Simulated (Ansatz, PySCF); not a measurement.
Gas-phase reaction (SMILES): CO[Si](C)(OC)OC [trimethoxy(methyl)silane] + 7 [H][H] (H2) → 4 C (CH4) + 3 O (H2O) + [SiH4] (SiH4); energy of full hydrogenation.

Geometries: B3LYP-D3(BJ)/def2-TZVP minima from Ansatz (a first-principles code), one conformer each, not searched for the lowest. Valence correlation only, unless marked. No spin-orbit coupling. No relativistic terms. CBS marks a two-point X^-3 extrapolation of the correlation energy; Hartree-Fock from the larger set. The bracket is a focal-point correction in the basis named. Thermal terms are rigid-rotor harmonic-oscillator values from B3LYP-D3(BJ) frequencies (Ansatz or PySCF) at 298.15 K and 1 atm. 1 Eh = 627.5095 kcal/mol.

```json
[
 {"species": "CO[Si](C)(OC)OC", "E, RI-MP2/CBS(cc-pV(T+d)Z,cc-pV(Q+d)Z)+[CCSD(T)-MP2]/cc-pV(T+d)Z (Ansatz) (Eh)": "-674.15692", "E, PBE-D3(BJ)/def2-TZVPD (Ansatz + dftd3) (Eh)": "-674.50594", "H - E (Eh)": "0.17864"},
 {"species": "[H][H] (H2)", "E, RI-MP2/CBS(cc-pV(T+d)Z,cc-pV(Q+d)Z)+[CCSD(T)-MP2]/cc-pV(T+d)Z (Ansatz) (Eh)": "-1.17529", "E, PBE-D3(BJ)/def2-TZVPD (Ansatz + dftd3) (Eh)": "-1.16598", "H - E (Eh)": "0.01336"},
 {"species": "C (CH4)", "E, RI-MP2/CBS(cc-pV(T+d)Z,cc-pV(Q+d)Z)+[CCSD(T)-MP2]/cc-pV(T+d)Z (Ansatz) (Eh)": "-40.46125", "E, PBE-D3(BJ)/def2-TZVPD (Ansatz + dftd3) (Eh)": "-40.46420", "H - E (Eh)": "0.04840"},
 {"species": "O (H2O)", "E, RI-MP2/CBS(cc-pV(T+d)Z,cc-pV(Q+d)Z)+[CCSD(T)-MP2]/cc-pV(T+d)Z (Ansatz) (Eh)": "-76.37659", "E, PBE-D3(BJ)/def2-TZVPD (Ansatz + dftd3) (Eh)": "-76.38147", "H - E (Eh)": "0.02495"},
 {"species": "[SiH4] (SiH4)", "E, RI-MP2/CBS(cc-pV(T+d)Z,cc-pV(Q+d)Z)+[CCSD(T)-MP2]/cc-pV(T+d)Z (Ansatz) (Eh)": "-291.46100", "E, PBE-D3(BJ)/def2-TZVPD (Ansatz + dftd3) (Eh)": "-291.72290", "H - E (Eh)": "0.03520"}
]
```

### Question
Work out ΔE and ΔH at 298.15 K at the first level, then ΔH at the second.

### Answer

1. ΔE = [4×(-40.46125) + 3×(-76.37659) + (-291.46100)] - [(-674.15692) + 7×(-1.17529)] = -0.05182 Eh = -32.5 kcal/mol at RI-MP2/CBS(cc-pV(T+d)Z,cc-pV(Q+d)Z)+[CCSD(T)-MP2]/cc-pV(T+d)Z.
2. The terms H - E add up to 0.03149 Eh, so ΔH = (-0.05182 + (0.03149))×627.5095 = -12.8 kcal/mol.
3. At PBE-D3(BJ)/def2-TZVPD the same steps give ΔE = -35.3 and ΔH = -15.6 kcal/mol, a shift of -2.8 from the first level.
4. These values are not checked against measurement here, since the tables used lack a sound gas-phase enthalpy of formation for at least one species.
